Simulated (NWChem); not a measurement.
CH4ClFSi; SMILES Cl[Si@@H](C)F

Computed with NWChem. Structure relaxed at the PBE-D3(BJ)/def2-SVP level. B3LYP is NWChem's, with the RPA form of VWN correlation. Ions are spin-unrestricted doublets at the neutral geometry; other ion states weren't tried.

Order these by “vertical ionisation energy, ΔSCF (eV)”, lowest first: B3LYP/def2-SVP; M06-2X/def2-SVP; PBE/def2-SVP.

PBE/def2-SVP (10.68), B3LYP/def2-SVP (11.09), M06-2X/def2-SVP (11.48)
